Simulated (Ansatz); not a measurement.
Geometry optimisation, UKS PBE0-D4/def2-SVP in Ansatz.

Input file:

```yaml
crystal:
  periodic: [false, false, false]
  atoms:
    - { symbol: C, position_ang: [0.5922, 0.4735, -0.8299] }
    - { symbol: B, position_ang: [-0.0965, -0.4611, 0.2357] }
    - { symbol: O, position_ang: [-1.3837, -1.1404, -0.0655] }
    - { symbol: O, position_ang: [0.6606, -0.6783, 1.5055] }
    - { symbol: H, position_ang: [0.7458, -0.0508, -1.7948] }
    - { symbol: H, position_ang: [-0.164, 1.3622, -1.0547] }
    - { symbol: H, position_ang: [1.5221, 0.9411, -0.4516] }
    - { symbol: H, position_ang: [-1.22867, -0.38318, 0.52032] }
    - { symbol: H, position_ang: [0.2257, 0.0197, 2.1592] }
magnetization:
  spin_polarized: true
basis:
  gaussian: { orbitals: def2-SVP }
hamiltonian:
  xc: pbe0
  dispersion: d4
relax:
  f_tol: 0.02
  max_steps: 50
```

Command:

```bash
$ ansatz run input.yaml --threads 2 --pin off --max-ram 3072MiB --backend cpu --events-out ev --progress --plain --runs-dir out
```

**Question.** Where does it end, and by what steps?

**Answer.** The run converged. After 9 steps the energy has fallen by 4.003 eV; H8 moved furthest, 0.93 Å. Parted: B2–H8.

```csv
step,energy less start (eV),largest force component (eV/Å),accepted
0,0.0000,6.970,yes
1,-1.4680,4.434,yes
2,-2.3953,1.984,yes
3,-2.8571,1.714,yes
4,-3.2689,1.507,yes
5,-3.6916,0.954,yes
6,-3.9246,0.472,yes
7,-3.9982,0.236,yes
8,-4.0031,0.055,yes
9,-4.0034,0.012,yes
```

```xyz
9
Properties=species:S:1:pos:R:3
C 0.690 0.528 -0.939
B -0.042 -0.144 0.276
O -1.238 -0.770 0.050
O 0.530 -0.061 1.516
H 0.564 -0.058 -1.862
H 0.240 1.517 -1.129
H 1.760 0.682 -0.747
H -1.659 -1.141 0.831
H 0.027 -0.471 2.226
```

Time of the run: 19 s on 2 threads of AMD EPYC 7B13 (Zen 3), on a shared host, peak memory 0.21 GiB.
